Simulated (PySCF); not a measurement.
H₄O, SMILES [OH4+2], charge +2.

Coordinates come from a r2SCAN-D4/def2-TZVPD optimisation.

Level of theory: PBE0/def2-TZVPD (PySCF).

Symmetry labels are those of the subgroup D2 that the program uses (full group Td).

Computed valence orbital energies around the gap with their symmetry:
```json
[
 {"orbital": "HOMO−4", "symmetry": "A", "energy (eV)": "-546.29"},
 {"orbital": "HOMO−3", "symmetry": "A", "energy (eV)": "-51.19"},
 {"orbital": "HOMO−2", "symmetry": "B1", "energy (eV)": "-35.74"},
 {"orbital": "HOMO−1", "symmetry": "B3", "energy (eV)": "-35.74"},
 {"orbital": "HOMO", "symmetry": "B2", "energy (eV)": "-35.74"},
 {"orbital": "LUMO", "symmetry": "A", "energy (eV)": "-15.76"},
 {"orbital": "LUMO+1", "symmetry": "B1", "energy (eV)": "-13.29"},
 {"orbital": "LUMO+2", "symmetry": "B2", "energy (eV)": "-13.29"},
 {"orbital": "LUMO+3", "symmetry": "B3", "energy (eV)": "-13.29"}
]
```
